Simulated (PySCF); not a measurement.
B(F)(H)(SeH) (BFH₂Se), SMILES FB[SeH]. Atoms are numbered in the order given.

```xyz
5

B     -0.5714     1.1103     0.0000
F      0.3205     2.0896     0.0000
H     -1.7315     1.3683     0.0000
Se     0.0872    -0.7183     0.0000
H     -1.2611    -1.3041     0.0000
```
Charge 0, spin multiplicity 1.

Coordinates come from a B3LYP-D3(BJ)/def2-TZVP optimisation. One conformer was computed; it need not be the lowest.

Vertical ionisation energy (IE) and electron affinity (EA) in eV. Rows of orbital energies are one-electron estimates. Where ΔSCF, EOM or ADC give a negative EA the extra electron is unbound and the value depends on the basis.

```tsv
level	IE	EA
−ε(HOMO), −ε(LUMO), PBE/def2-TZVPD (PySCF)	6.69	1.88
ADC(2)/aug-cc-pVDZ (PySCF)	…	…
```

Problem. Complete the blanks. (Estimate from the structure and the level; the computed values follow.)

Solution. 
- ADC(2)/aug-cc-pVDZ (PySCF), IE: 9.81
- ADC(2)/aug-cc-pVDZ (PySCF), EA: -0.69

Problem. Beyond the first one, list the lowest photoelectron lines from PySCF with ADC(2)/aug-cc-pVDZ with their pole strengths (two spins summed). (Estimate from the structure and the level; the computed values follow.)

Solution. 11.07 eV (1.82), 13.21 eV (1.80), 14.85 eV (1.78), 15.12 eV (1.73), 16.10 eV (1.76).
